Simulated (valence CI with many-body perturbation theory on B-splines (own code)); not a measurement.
Values are calculated unless marked as measured or tabulated.
# Sm XLII: what each term of the Hamiltonian does

Method: relativistic CI+MBPT: three valence electrons over a frozen Dirac-Fock core [Ar], radial functions for each j: 9 s, 9 p, 10 d, 8 f, 5 g, 3 h, 1 i, with the one-electron correlation potential Σ1 (screened to all orders), the two-electron term Σ2, the three-electron term Σ3, Breit, model QED; selected single and double excitations, second order for the rest (own B-spline code, finite nucleus).

No measured spectrum was set against this ion. As an estimate, large intervals hold to a few tenths of a per cent, small ones and those within an open d or f shell to about a per cent. Only levels of the ground parity were solved; by the run's estimate the other parity begins above the list, which can be wrong where configurations are misplaced.

Each rung adds one term. CI alone is the Dirac-Coulomb CI over the frozen core; QED comes last and gives the full result, which names the levels. Energies are above (3d3/2^3) J=3/2 on the same rung, in cm⁻¹.

Levels are named by their leading jj configuration (3d3/2^4 stands for four electrons in 3d with j = 3/2), which in mixed levels can hold well under half, so a name can repeat and another be missing. Letters in brackets count levels of one name in rising energy.

| Level | CI alone | + Σ1 | + Σ2 | + Σ3 | + Breit | Full |
| --- | --- | --- | --- | --- | --- | --- |
| (3d3/2^2 3d5/2) J=5/2 [a] | 205425 | 206679 | 209536 | 209733 | 202052 | 202754 |
| (3d3/2^2 3d5/2) J=3/2 | 252298 | 253525 | 252509 | 253611 | 247527 | 248194 |
| (3d3/2^2 3d5/2) J=7/2 | 271376 | 272743 | 274591 | 274587 | 262369 | 263113 |
| (3d3/2^2 3d5/2) J=9/2 | 280468 | 281776 | 284352 | 284208 | 270025 | 270730 |
| (3d3/2^2 3d5/2) J=1/2 | 286774 | 288059 | 285236 | 286582 | 279269 | 279958 |
| (3d3/2^2 3d5/2) J=5/2 [b] | 418181 | 419772 | 416047 | 416451 | 407888 | 408717 |
| (3d3/2 3d5/2^2) J=7/2 [a] | 475083 | 477586 | 481334 | 481329 | 465364 | 466742 |
| (3d3/2 3d5/2^2) J=9/2 | 502758 | 505350 | 509703 | 510065 | 489976 | 491396 |
| (3d3/2 3d5/2^2) J=3/2 [a] | 534139 | 536719 | 536380 | 536128 | 523275 | 524675 |
| (3d3/2 3d5/2^2) J=1/2 | 552795 | 555404 | 553455 | 555193 | 541102 | 542513 |
| (3d3/2 3d5/2^2) J=11/2 | 570873 | 573503 | 577514 | 577844 | 554384 | 555798 |
| (3d3/2 3d5/2^2) J=5/2 [a] | 580033 | 582505 | 579393 | 579176 | 565652 | 566969 |
| (3d3/2 3d5/2^2) J=5/2 [b] | 616979 | 619688 | 617349 | 617153 | 601524 | 602962 |
| (3d3/2 3d5/2^2) J=7/2 [b] | 634060 | 636694 | 633825 | 634516 | 616466 | 617857 |
| (3d3/2 3d5/2^2) J=3/2 [b] | 732606 | 735606 | 731786 | 732670 | 718747 | 720323 |
| (3d5/2^3) J=9/2 | 765382 | 769250 | 774047 | 773843 | 748508 | 750623 |
| (3d5/2^3) J=3/2 | 871514 | 875230 | 870600 | 871062 | 852113 | 854087 |
| (3d5/2^3) J=5/2 | 928942 | 932840 | 929667 | 929813 | 910439 | 912503 |

(1) How does the ionisation energy move along the ladder, and which term matters most?

Answers

(1) CI alone 3131.1, + Σ1 3133.7, + Σ2 3139.5, + Σ3 3139.5, + Breit 3137.2, + QED 3137.4 eV. The largest step is Σ2, 5.8 eV. NIST lists 3137 ± 4 eV (theoretical).
